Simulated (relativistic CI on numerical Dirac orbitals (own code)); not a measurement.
Rb7+: calculation against measurement

Method of calculation: Dirac-Coulomb-Breit CI, separate exchange-only KLI orbitals for each configuration, model QED, unscaled Slater integrals (own radial code, finite nucleus).

Configuration list (outside the closed core [Ar] 3d10): 4s2, 4s 4p, 4p2, 4s 4d, 4d2, 4s 4f, 4p 4d, 4p 5s, 4s 5s, 4f2, 4p 4f, 4s 5p, 4s 5d, 4d 5s, 4s 6s, 4d 4f. Levels of other configurations are missing.

| Configuration | Term (tabulated) | J | Measured (cm⁻¹) | Computed | Error | Purity (%) |
| --- | --- | --- | --- | --- | --- | --- |
| 4s2 | 1S | 0 | 0.0 | 0 | 0 | 98 |
| 4s 4p | 3P° | 0 | 131157.0 | 127371 | -3786 | 100 |
| 4s 4p | 3P° | 1 | 134523.0 | 130739 | -3784 | 99 |
| 4s 4p | 3P° | 2 | 142802.0 | 138775 | -4027 | 100 |
| 4s 4p | 1P° | 1 | 190501.0 | 193592 | 3091 | 97 |
| 4p2 | 3P | 0 | 306401.0 | 304668 | -1733 | 97 |
| 4p2 | 3P | 1 | 312379.0 | 310245 | -2134 | 100 |
| 4p2 | 1D | 2 | 313112.0 | 309455 | -3657 | 63 |
| 4p2 | 3P | 2 | 323776.0 | 320605 | -3171 | 74 |
| 4p2 | 1S | 0 | 360665.0 | 362868 | 2203 | 93 |
| 4s 4d | 3D | 1 | 395837.0 | 392777 | -3060 | 100 |
| 4s 4d | 3D | 2 | 396446.0 | 393357 | -3089 | 100 |
| 4s 4d | 3D | 3 | 397394.0 | 394265 | -3129 | 100 |
| 4s 4d | 1D | 2 | 428785.0 | 430948 | 2163 | 83 |
| 4s 5s | 3S | 1 | 522435.0 | 519076 | -3359 | 100 |
| 4s 5s | 1S | 0 | 534244.0 | 532946 | -1298 | 100 |
| 4s 4f | 3F° | 2 | 610640.0 | 607690 | -2950 | 95 |
| 4s 4f | 3F° | 3 | 610784.0 | 607855 | -2929 | 95 |
| 4s 4f | 3F° | 4 | 610989.0 | 608108 | -2881 | 94 |

Measured levels from Sansonetti, J. Phys. Chem. Ref. Data 35, 301 (2006); pairs were made by configuration, J and term (by order where the table uses no LS term), so strongly mixed levels may be paired wrongly.

Mean error by configuration (cm⁻¹): 4s 4p -2127; 4p2 -1699; 4s 4d -1779; 4s 5s -2328; 4s 4f -2920. Over the excited levels the mean absolute error is 2914 cm⁻¹ (18 of the 21 excited levels that our extract of the source holds in range could be paired, and the others can miss by more), and the median relative error of those above 1,000 cm⁻¹ is 0.73 %.
